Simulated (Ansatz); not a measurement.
Reaction (redistribution): `CB(N)O` + `[CH3][GeH2][Cl]` → `CB(C)O` + `[NH2][GeH2][Cl]`

Calculated with Ansatz (gas phase, PBE0-D4/def2-TZVP geometries, no zero-point term in ΔE). CCSD(T)/CBS adds triple-zeta CCSD(T) − MP2 to the extrapolated MP2 energy (def2 sets, frozen cores). This one scheme is used for every species. Functionals use def2-TZVPP. For Ge outer-core shells are correlated without core-valence functions, which leaves a few kJ/mol of doubt a bond. Scalar relativity is left out up to krypton. One conformer a species, not always the lowest.

```csv
level,ΔE (kJ/mol)
PBE,81.5
CCSD(T)/def2-SVP,82.4
```

Problem. What does CCSD(T)/CBS give? (Estimate.)

Solution. Ansatz gave: +83.6 kJ/mol. The listed levels differ from it by -2.1, -1.2 kJ/mol.

Largest T1 diagnostic among the species: 0.011.

Leaving LDA and LC-ωPBE aside and taking each functional with its dispersion term where it has one, the values, not all of them listed here, spread over 6.3 kJ/mol, from B97M-V to BHLYP-D4. LDA lies +5.2 kJ/mol from PBE without D4. From BLYP to BHLYP (50 % exact exchange), in def2-TZVPP and without D4, ΔE moves by +4.8 kJ/mol.
